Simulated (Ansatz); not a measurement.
Stretching the Al1–O2 bond in AlO (multiplicity 2 held). Energies count from the point at 1.627 Å.


Signs of static correlation in 6-31G, from Ansatz (a first-principles code) runs.

```
R (Å)  T1 of restricted CCSD  ⟨S²⟩ of UHF  largest double amplitude of restricted CCSD
-----  ---------------------  -----------  -------------------------------------------
1.302                  0.017        0.769                                        0.120
1.465                  0.018        0.784                                        0.115
1.627                  0.021        0.900                                        0.112
1.790                  0.024        0.756                                        0.107
1.953                  0.028        0.758                                        0.099
2.197                  0.035        0.771                                        0.077
2.441                  0.043        0.873                                        0.088
2.848                    ___        1.497                                        0.154
3.255                    ___        1.661                                        0.238
3.743                  0.214        1.752                                        0.302
4.394                  0.387        1.754                                        0.185
5.208                  0.511        1.754                                        0.123
6.510                  0.563        1.754                                        0.124
```

**Question.** Fill in the missing entries.

**Answer.** 
- 2.848, T1 of restricted CCSD: 0.063
- 3.255, T1 of restricted CCSD: 0.104

Doubts at one or more of the structures used: T1 above 0.05 (RO-CCSD(T)/6-31G, U-CCSD(T)/6-31G); a restricted determinant that unrestricted orbitals would lower (RO-CCSD(T)/6-31G); other coupled-cluster roots lie near (RO-CCSD(T)/6-31G); a spin-contaminated determinant (U-CCSD(T)/6-31G); the program's own flag: large difference (U-CCSD(T)/6-31G).
